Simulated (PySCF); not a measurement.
A side-by-side comparison of computed properties.

First species: C7H10NPSi.
SMILES: `[SiH3]c1cncpc1C1CC1`

Second species: C5H14BN.
SMILES: `[BH3-][N@H+](C)C1CCC1`

Levels: CAM-B3LYP/def2-SVPD for dipole moment, HOMO energy, LUMO energy, HOMO–LUMO gap, static isotropic polarisability and electronic spatial extent ⟨r²⟩ about the centre of nuclear charge; TDDFT CAM-B3LYP/def2-SVPD for lowest singlet excitation; TDA CAM-B3LYP/def2-SVPD for lowest triplet excitation (Tamm–Dancoff); ΔSCF CAM-B3LYP/def2-SVPD for vertical ionisation energy; PBE0-D3(BJ)/def2-SVP for rotational constant A and rotational constant C. Geometries: PBE0-D3(BJ)/def2-SVP. Each species is one conformer at its optimised geometry, gas phase, non-relativistic unless stated. Electronic properties by PySCF.

The conformers computed, where there is a choice (atom-mapped SMILES and torsion angles):
- `[SiH3:1][c:2]1[cH:3][n:4][cH:5][p:6][c:7]1[CH:8]1[CH2:9][CH2:10]1`: P6–C7–C8–C9 -40°
- `[BH3-:1][N@H+:2]([CH3:3])[CH:4]1[CH2:5][CH2:6][CH2:7]1`: B1–N2–C4–C5 -172°

| property | column X | column Y |
| --- | --- | --- |
| dipole moment | 5.30 D | 2.49 D |
| HOMO energy | -9.03 eV | -8.38 eV |
| LUMO energy | 0.93 eV | -0.82 eV |
| HOMO–LUMO gap | 9.96 eV | 7.56 eV |
| lowest singlet excitation | 7.23 eV | 4.02 eV |
| lowest triplet excitation (Tamm–Dancoff) | 7.10 eV | 3.08 eV |
| static isotropic polarisability | 84.7 au | 138.8 au |
| vertical ionisation energy | 10.08 eV | 8.94 eV |
| electronic spatial extent ⟨r²⟩ about the centre of nuclear charge | 921 bohr² | 1999 bohr² |
| rotational constant A | 4.671 GHz | 1.141 GHz |
| rotational constant C | 1.444 GHz | 0.566 GHz |

Which column belongs to which species?

Column X is the second species and column Y the first. The first has 20 atoms and 88 electrons, the second 21 and 56.

How does each property change from the first species to the second?

dipole moment +2.81 D; HOMO energy -0.65 eV; LUMO energy +1.75 eV; HOMO–LUMO gap +2.40 eV; lowest singlet excitation +3.21 eV; lowest triplet excitation (Tamm–Dancoff) +4.02 eV; static isotropic polarisability -54.1 au; vertical ionisation energy +1.14 eV; electronic spatial extent ⟨r²⟩ about the centre of nuclear charge -1078 bohr²; rotational constant A +3.530 GHz; rotational constant C +0.878 GHz.

On the first: The principal polarisabilities are 94.9, 159.4 and 162.1 au; their mean is the isotropic value. No computed singlet falls in the visible range (750 to 380 nm, 1.65 to 3.26 eV); S1 lies 0.76 eV above its blue end.

On the second: A dipole of 5.30 D is allowed in C1, and pure rotational transitions are dipole-allowed. S1 lies 2.73 eV below the HOMO–LUMO gap; its leading configuration is HOMO→LUMO, weight 0.71.
